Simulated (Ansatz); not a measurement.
GaH3Cl, that is [GaClH3]- with one electron fewer, relaxed as a doublet with UKS PBE-D4/def2-TZVPD in Ansatz, starting from the PBE-D4/def2-TZVPD geometry of the charge -1 singlet. Force threshold 0.02 eV/Å.

Start:

```xyz
5

Ga   -0.2026   -0.0705   -0.0134
Cl    1.9993    0.6952    0.1321
H    -1.0870    1.0467    0.7420
H    -0.2005   -1.5002    0.7328
H    -0.5092   -0.1712   -1.5935
```

Q: Estimate the energy that the relaxation releases and the steps that it takes.

A: 8.8 kcal/mol, in 14 steps; 18 s on 4 threads of Intel Xeon on a shared host. No frequencies were taken in this run, so the end may be a saddle point.

Q: Does the start keep its bonding and symmetry?

A: By distances, no bond broke or formed. The bond that changes most is Ga1–H5, from 1.61 to 1.78 Å (atoms count from 1). A close non-bonded pair moves further: Cl2–H5, from 3.17 to 2.20 Å. Point group C3v at the start, Cs at the end, both within 0.05 Å.

Q: Predict the relaxed structure.

A: 
```xyz
5

Ga   -0.2825   -0.1015    0.3186
Cl    1.7742    0.6288   -0.3049
H    -1.2222    1.0844    0.7152
H    -0.2675   -1.6165    0.7076
H    -0.0021    0.0049   -1.4365
```
Bond lengths: 1 × Cl–Ga 2.27 Å; 3 × Ga–H 1.56 to 1.78 Å.
